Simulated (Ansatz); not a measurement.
Consider the formal hydrolysis of the Al–S bond: `[CH3][Al]([OH])[SH]` + H₂O → `[CH3][Al]([OH])[OH]` + H₂S.

Computed with Ansatz on PBE0-D4/def2-TZVP structures; ΔE is electronic, products minus reactants. CCSD(T)/CBS adds triple-zeta CCSD(T) − MP2 to the extrapolated MP2 energy (def2 sets, frozen cores). This one scheme is used for every species. Functionals use def2-TZVPP. Each species was taken in one conformer, which may not be the lowest.

```tsv
level	ΔE (eV)
LDA (SPW92)	-0.19
LC-ωPBE	-0.22
```

Question: What does CCSD(T)/CBS give? (Estimate.)

Answer: The calculation gave: -0.19 eV. The listed levels differ from it by 0.00, -0.03 eV.

Largest T1 diagnostic among the species: 0.012.

Leaving LDA and LC-ωPBE aside and taking each functional with its dispersion term where it has one, the values, not all of them listed here, spread over 0.18 eV, from CAM-B3LYP-D4 to HSE06-D4. The D4 term adds +0.04 eV with B3LYP and +0.02 eV with PBE0; it sums over pairs of atoms, weighted by their polarisabilities, and B3LYP, whose exchange is more repulsive, gets the larger term.

B3LYP here is the variant with VWN-RPA as its local correlation; programs differ in this.
